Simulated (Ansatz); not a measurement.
H₃Si₂, SMILES [Si][SiH3] (connectivity only; charge and spin as stated), neutral, multiplicity 2.

Geometry optimised at B3LYP-D3(BJ)/def2-TZVP. The isomer is the one that the SMILES or the coordinates give; other isomers of the formula were not compared.

Two levels are set side by side: PBE/def2-TZVPD (Ansatz, an electronic-structure program) and CAM-B3LYP/def2-TZVPD (Ansatz). Energy differences of separate SCF runs at the same geometry; the states with an electron removed or added have multiplicity 1 and 3. Differences are taken from unrounded values.

```csv
quantity,CAM-B3LYP
vertical ionisation energy (eV),7.85
vertical electron affinity (eV),1.51
```

**Question.** What does PBE give, and how far is it from CAM-B3LYP? (The exact figures need the calculation; the answer reports its results.)

**Answer.** 
```csv
quantity,PBE,PBE minus CAM-B3LYP
vertical ionisation energy (eV),7.78,-0.06
vertical electron affinity (eV),1.63,0.12
```
